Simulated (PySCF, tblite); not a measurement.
Isomers of [C6H16N2P]+ (charge +1), one GFN2-xTB conformer each. Single-point energies are computed at PBE0/pcSseg-1 (PySCF, gas phase, no added dispersion term), electronic only.

```
                SMILES  GFN2-xTB relative energy (kcal/mol)
C/C=C\[P@+](C)(N)N(C)C                                  1.1
CN(C)[P@@+](C)(N)C1CC1                                  0.0
C=C(C)[P@+](C)(N)N(C)C                                  3.1
```

Conformers: `[CH3:1]/[CH:2]=[CH:3]\[P@+:4]([CH3:5])([NH2:6])[N:7]([CH3:8])[CH3:9]` (charge +1) with C2–C3–P4–C5 176°, C3–P4–N6–H -62° and 73°, C3–P4–N7–C8 -37°; `[CH3:1][N:2]([CH3:3])[P@@+:4]([CH3:5])([NH2:6])[CH:7]1[CH2:8][CH2:9]1` (charge +1) with C1–N2–P4–C5 86°, N2–P4–N6–H -166° and 54°, N2–P4–C7–C8 -59°; `[CH2:1]=[C:2]([CH3:3])[P@+:4]([CH3:5])([NH2:6])[N:7]([CH3:8])[CH3:9]` (charge +1) with C1–C2–P4–C5 149°, C2–P4–N6–H -172° and 52°, C2–P4–N7–C8 60°.

What does PBE0/pcSseg-1 give for the same structures?

| SMILES | PBE0/pcSseg-1 E (Eh) | PBE0/pcSseg-1 (kcal/mol) | GFN2-xTB (kcal/mol) | point group |
| --- | --- | --- | --- | --- |
| C/C=C\[P@+](C)(N)N(C)C | -688.30235 | 0.0 | 1.1 | C1 |
| C=C(C)[P@+](C)(N)N(C)C | -688.29942 | 1.8 | 3.1 | C1 |
| CN(C)[P@@+](C)(N)C1CC1 | -688.29800 | 2.7 | 0.0 | C1 |

GFN2-xTB puts CN(C)[P@@+](C)(N)C1CC1 lowest instead; measured from each level's own lowest isomer, the values differ by up to 2.7 kcal/mol (CN(C)[P@@+](C)(N)C1CC1: 0.0 against 2.7). As drawn, the highest has a three-membered ring, which the lowest lacks. Neighbours under 5.0 kcal/mol apart (C/C=C\[P@+](C)(N)N(C)C and C=C(C)[P@+](C)(N)N(C)C; C=C(C)[P@+](C)(N)N(C)C and CN(C)[P@@+](C)(N)C1CC1) can change places with a better method, another conformer or zero-point energy.

Which frontier levels and rotational constants go with these structures?

```
                SMILES  HOMO (eV, PBE0/pcSseg-1)  LUMO (eV)      A, B, C (MHz)
C/C=C\[P@+](C)(N)N(C)C                    -11.38      -5.11  1643, 1176, 967.0
C=C(C)[P@+](C)(N)N(C)C                    -11.35      -4.90   1580, 1150, 1091
CN(C)[P@@+](C)(N)C1CC1                    -11.43      -3.36  1857, 1147, 949.9
```

What happens when harmonic zero-point energies from GFN2-xTB frequencies are added?

| SMILES | ZPE (kcal/mol) | electronic (kcal/mol) | with ZPE (kcal/mol) |
| --- | --- | --- | --- |
| C/C=C\[P@+](C)(N)N(C)C | 133.8 | 0.0 | 0.0 |
| C=C(C)[P@+](C)(N)N(C)C | 133.8 | 1.8 | 1.9 |
| CN(C)[P@@+](C)(N)C1CC1 | 134.8 | 2.7 | 3.7 |

The zero-point energies span 1.0 kcal/mol. The order is unchanged.
